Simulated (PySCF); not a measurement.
C3H9Si, SMILES [Si](C)(C)C (connectivity only; charge and spin as stated), charge +1, multiplicity 1.

Geometry: ωB97X-D3(BJ)/def2-SVP. The spin state was assumed, not searched. The isomer is the one that the SMILES or the coordinates give; other isomers of the formula were not compared.

Two levels are set side by side: PBE/def2-TZVP (PySCF) and B3LYP/def2-TZVP (PySCF). Same geometry, gas phase. Differences are taken from unrounded values.

```json
[
 {"quantity": "orbital gap (eV)", "B3LYP": "6.82", "PBE": "5.05", "PBE minus B3LYP": "-1.77"},
 {"quantity": "highest occupied level (eV)", "B3LYP": "-14.44", "PBE": "-13.32", "PBE minus B3LYP": "1.12"},
 {"quantity": "lowest empty level (eV)", "B3LYP": "-7.62", "PBE": "-8.27", "PBE minus B3LYP": "-0.64"},
 {"quantity": "mean polarisability (bohr³)", "B3LYP": "55.9", "PBE": "57.5", "PBE minus B3LYP": "1.6"}
]
```

PBE's occupied levels lie high since its potential decays too fast outside the molecule; exact exchange lowers them and widens the gap. Differences between two approximate levels are no errors against the true value.

Rough cost on one machine, each run with all the roots and properties that it gave: B3LYP against PBE within a factor of 2.
